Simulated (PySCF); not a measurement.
A calculated (LDA, PySCF 2.14, jorge-DZP-DKH, the spin-free X2C one-electron Hamiltonian (Gaussian nucleus)) atom or ion has these occupied shells.

| shell | electrons | orbital energy (eV) | rms radius, mean of both spins (bohr) |
| --- | --- | --- | --- |
| 1s α | 1 | -4860.7 | 0.0806 |
| 1s β | 1 | -4860.6 | 0.0806 |
| 2s α | 1 | -542.69 | 0.354 |
| 2s β | 1 | -542.10 | 0.354 |
| 2p α | 3 | -451.37 | 0.322 |
| 2p β | 3 | -450.89 | 0.322 |
| 3s α | 1 | -70.267 | 1.09 |
| 3s β | 1 | -68.502 | 1.09 |
| 3p α | 3 | -46.814 | 1.18 |
| 3p β | 3 | -45.045 | 1.18 |
| 3d α | 2 | -12.412 | 1.69 |
| 4s α | 1 | -11.044 | 3.34 |

Name the element and its charge.

Ti⁺ (titanium, charge +1), in [Ar] 3d2 4s1, high-spin 4F determinant.
